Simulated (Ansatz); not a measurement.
Compare A (`CN[SiH2]O`) with its isomer B (`NCO[SiH3]`).

Program: Ansatz. Geometries: PBE0-D4/def2-TZVP. ΔE: electronic, gas phase. CCSD(T)/CBS adds triple-zeta CCSD(T) − MP2 to the extrapolated MP2 energy (def2 sets, frozen cores). Functionals use def2-TZVPP. B3LYP here is the variant with VWN-RPA as its local correlation; programs differ in this. Each species was taken in one conformer, which may not be the lowest.

A:

Z-matrix (Å, degrees):
```
C
N 1 1.446
H 1 1.097 2 113.4
H 1 1.093 2 109.4 3 -120.0
H 1 1.094 2 111.4 3 121.9
Si 2 1.705 1 125.5 3 97.3
H 2 1.008 1 113.7 3 -65.2
O 6 1.652 2 118.0 1 -83.0
H 6 1.489 2 105.4 1 38.4
H 6 1.479 2 107.7 1 160.6
H 8 0.958 6 117.8 2 73.7
```

B:

Z-matrix (Å, degrees):
```
C
O 1 1.428
N 1 1.417 2 112.7
H 1 1.096 2 109.0 3 -120.9
H 1 1.096 2 109.0 3 120.9
Si 2 1.643 1 123.3 3 179.9
H 3 1.012 1 111.2 2 60.4
H 3 1.012 1 111.2 2 -60.3
H 6 1.481 2 106.7 1 -179.9
H 6 1.491 2 111.1 1 -59.9
H 6 1.491 2 111.1 1 60.1
```

Task: Which isomer does CCSD(T)/CBS put lower? Give the gap. (Best estimate.)

Result: The calculation gave: A, by 123.9 kJ/mol.

Task: Give E(B) − E(A) in kJ/mol with HF/def2-TZVPP, B2PLYP, CCSD(T)/def2-SVP, PBE0-D4, r2SCAN-D4, B3LYP, MP2/def2-TZVPP. (An estimate is asked.)

Result: Computed: HF/def2-TZVPP 113.0, B2PLYP 119.3, CCSD(T)/def2-SVP 96.0, PBE0-D4 117.1, r2SCAN-D4 117.6, B3LYP 115.3, MP2/def2-TZVPP 126.8. None reverses the order clearly.

Task: Does the order hold for the free energy at 298.15 K (harmonic terms from PBE0-D4)? (Estimate.)

Result: Computed: Yes: G(B) − G(A) = +121.3 kJ/mol, for one conformer each. Modes under 60 cm⁻¹, often nearly free rotors, make the harmonic entropy too high.

Largest T1 diagnostic: 0.011.

From PBE to PBE0 (25 % exact exchange), in def2-TZVPP and without D4, E(B) − E(A) moves by +3.9 kJ/mol. At CCSD(T), def2-SVP lies −27.9 kJ/mol from the extrapolated value and def2-TZVPP −4.8 kJ/mol.
